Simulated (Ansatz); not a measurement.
```yaml
crystal:
  periodic: [false, false, false]
  atoms:
    - {symbol: I, position_ang: [-1.019508, 0.060888, 2.104456]}
    - {symbol: Ge, position_ang: [0.173074, 0.072178, -0.132274]}
    - {symbol: I, position_ang: [1.996420, -1.248341, 0.078618]}
    - {symbol: I, position_ang: [-1.551869, -1.083271, -1.676721]}
    - {symbol: I, position_ang: [0.661605, 2.341662, -0.612081]}
basis:
  gaussian: {orbitals: def2-SVPD, final_grid: {core_spheres: 1, valence_spheres: 1, degree: 3}}
hamiltonian: {xc: {name: wB97M-V}}
output: {forces: true}
```

```sh
$ ansatz run in.yaml --threads 2 --pin off --events-out ev --progress --plain --max-ram 32768MiB --backend cpu
```

It prints (some lines left out):

```
Functional definition: wB97M-V
2134 factors; integrals over basis functions are off by at most 1.5e-4 eV
619 factors; integrals over basis functions are off by at most 2.6e-5 eV
mean field evaluation 1: about -88911.1895 eV, gradient 2.9e1 eV
mean field evaluation 2: about -88910.6414 eV, gradient 3.6e1 eV
mean field evaluation 4: about -88913.4311 eV, gradient 6.7e-1 eV
mean field evaluation 16: about -89112.5955 eV, gradient 1.9e-2 eV
mean field -89112.59550564 eV, -3274.8274821456 hartree, gradient 4.8e-5 eV, S^2 0.000000; 0 other end points of the search recorded, 0 dependent functions left out
reference -89112.59583678 eV, -3274.8274943149 hartree; 66, 66 occupied and 112, 112 virtual orbitals, 2134 factors
Total energy: -89112.59583678 eV, -3274.8274943149 hartree
Atom 0 at    -1.019508     0.060888     2.104456 Å, force     2.461011    -0.305023    -3.329574 eV/Å
Atom 1 at     0.173074     0.072178    -0.132274 Å, force    -4.657006    -0.393849    -0.689222 eV/Å
Atom 2 at     1.996420    -1.248341     0.078618 Å, force     0.367620    -1.025636     1.222538 eV/Å
Atom 3 at    -1.551869    -1.083271    -1.676721 Å, force     2.014285     1.174042     2.261411 eV/Å
Atom 4 at     0.661605     2.341662    -0.612081 Å, force    -0.185910     0.550466     0.534847 eV/Å
Dipole moment:     0.327262     0.175136    -0.035959 e Å
```

In this input the integration grid is far too coarse. Self-consistency was reached. The result belongs to that input, not to the molecule as meant.
